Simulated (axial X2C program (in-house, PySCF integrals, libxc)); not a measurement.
What spin–orbit coupling does to NaNb

All values were computed with an in-house relativistic program for diatomic molecules. Spin-free means the one-electron spin-free X2C Hamiltonian; two-component (2c) means X2C with spin–orbit coupling and atomic mean-field two-electron Coulomb and Gaunt terms, so the difference of the two also holds small scalar two-electron terms. Basis: Nb dyall-cv3z [11s12p9d5f3g], Na dyall-cv3z [9s8p5d2f] (cores contracted in-house); Gaussian nuclei, density fitting, unrestricted open shells. Masses: Nb 92.906 u, Na 22.990 u.

Spin-free state: M_S = 2, Λ = 0 (beyond evenly filled blocks: π+α, π-α, δ+α, δ-α); fragments Nb + Na.

```tsv
level	Re (Å)	ωe (cm⁻¹)	De (eV)	μ (D)
PBE0	3.152	144.0	0.635	2.63
PBEsol	3.077	155.2	0.810	3.03
```

Dipoles are positive if Na is the positive end.

Two-component determinant lowest at the distance of the search:

Ω = 1 (⟨Sz⟩ = 2.00, ⟨Lz⟩ = -1.00 at PBE0); fragments Nb + Na.

```csv
level,Re (Å),ωe (cm⁻¹),μ (D)
PBE0,3.160,150.8,2.52
PBEsol,3.113,159.4,2.98
```

**Question.** From the two tables, how do the constants change at the PBE0 level (2c against spin-free)?

**Answer.** At the PBE0 level Re increases by 0.008 Å and ωe increases by 6.8 cm⁻¹. The two determinants differ in configuration, so these shifts compare two states and are not the spin–orbit effect on one state.

Occupations by symmetry block were frozen at the best pattern of an incomplete PBE0 search. De is counted from the lowest determinant-based energies of the atoms at the same level, without counterpoise correction. De is not given where an atomic determinant may have missed its ground term or J level, or where the truncated virtual space spoils (T). Density functionals use the spin component along the axis (collinear). PBE0 can misorder states that lie within some tenths of an eV, so this need not be the ground state of the molecule. The nearest other spin-free determinant of the search, M_S = 2, Λ = 1, lies 0.019 eV up at the distance of the search. Without a current term, density functionals place determinants with orbital angular momentum somewhat too high. With several unpaired electrons one determinant need not be a pure state. Open-shell Ω = 0 determinants with evenly filled partner blocks cannot be reached by this program, so the Ω shown need not be the lowest component. At some level and bond length an empty orbital lies below a filled one. The determinant is spin-polarised beyond a pure state at some levels (its spin-free form has ⟨S²⟩ too high), which makes Re and μ there less reliable.
